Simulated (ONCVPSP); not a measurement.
# Transferability test, ONCV potential for rubidium (Rb)

ONCVPSP 4.0.1 input, shortened (lines: element, Z, core and valence counts, functional; n l f; lmax; l rc ep ncon nbas qcut; lloc lpopt rc5 dvloc0; l nproj debl; icmod fcfact rcfact), PBE, scalar-relativistic:

```
  Rb 37.00    6    3        4      upf
    1    0    2.00
    2    0    2.00
    2    1    6.00
    3    0    2.00
    3    1    6.00
    3    2   10.00
    4    0    2.00
    4    1    6.00
    5    0    1.00
    2
    0    2.90    0.00    4    8    4.50
    1    1.85    0.00    4    8    3.90
    2    1.85    0.12    3    7    6.00
    2    5    1.85    0.00
    0    2    3.30
    1    2    2.80
    2    0    0.50
    0    0.00    0.00
```

Energies are relative to the spin-unpolarised reference configuration 4s2 4p6 5s1; without spin polarisation the order of configurations can differ from experiment.

| valence configuration | charge | ΔE all-electron (eV) | error AE − PS (meV) |
| --- | --- | --- | --- |
| 4s2 4p6 5s0 | +1 | 4.154 | -0.4 |
| 4s2 4p6 5s0.5 | +0.5 | 1.578 | -0.1 |
| 4s1 4p6 5s1 | +1 | 37.735 | -255 |

Q: What are ΔE and the potential's error for 4s2 4p6 5s0 5p1?

A: ΔE = 1.520 eV all-electron; the error (AE − PS) is -3.4 meV.

Levels in the configuration 4s2 4p6 5s0 5p1:

| level | all-electron (eV) | pseudo (eV) |
| --- | --- | --- |
| 4s | -33.335 | -33.350 |
| 4p | -17.375 | -17.384 |
| 5p | -1.345 | -1.345 |

Note: ghosts flagged at negative energy: p at -500.2 eV; no localised positive-energy state flagged. A true bound ghost makes a file unfit for plane-wave use.
